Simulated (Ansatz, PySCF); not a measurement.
Gas-phase reaction (SMILES): [SiH3]O[SiH3] -> [SiH3] (SiH3) + [O][SiH3]; the O-Si bond at the site shown breaks (other sites are not compared here).

Geometries: B3LYP-D3(BJ)/def2-TZVP minima from Ansatz (a first-principles code). Correlated levels leave the core frozen unless marked. UHF or UKS for open shells. Spin-orbit coupling is left out. No relativistic terms. CBS(X,Y): correlation extrapolated as X^-3; Hartree-Fock from the larger set. The bracket is a focal-point correction in the basis named. Thermal terms are rigid-rotor harmonic-oscillator values from B3LYP-D3(BJ) frequencies (Ansatz or PySCF) at 298.15 K and 1 atm. 1 Eh = 627.5095 kcal/mol.

```tsv
species	E, RI-MP2/CBS(aug-cc-pV(T+d)Z,aug-cc-pV(Q+d)Z)+[CCSD(T)-MP2]/aug-cc-pV(T+d)Z (Ansatz) (Eh)	E, wB97X-V/def2-TZVPD (Ansatz) (Eh)	H - E (Eh)
[SiH3]O[SiH3]	-657.00620	-657.82343	0.06197
[SiH3] (SiH3)	-290.80631	-291.18498	0.02515
[O][SiH3]	-365.98546	-366.43020	0.03015
```

**Question.** Work out ΔE and ΔH at 298.15 K at the first level, then ΔH at the second.

**Answer.** 
1. ΔE = [(-290.80631) + (-365.98546)] - [(-657.00620)] = 0.21443 Eh = 134.6 kcal/mol at RI-MP2/CBS(aug-cc-pV(T+d)Z,aug-cc-pV(Q+d)Z)+[CCSD(T)-MP2]/aug-cc-pV(T+d)Z.
2. The terms H - E add up to -0.00667 Eh, so ΔH = (0.21443 + (-0.00667))×627.5095 = 130.4 kcal/mol.
3. At wB97X-V/def2-TZVPD the same steps give ΔE = 130.7 and ΔH = 126.5 kcal/mol, a shift of -3.9 from the first level.
4. These values are not checked against measurement here, since the tables used lack a sound gas-phase enthalpy of formation for at least one species.
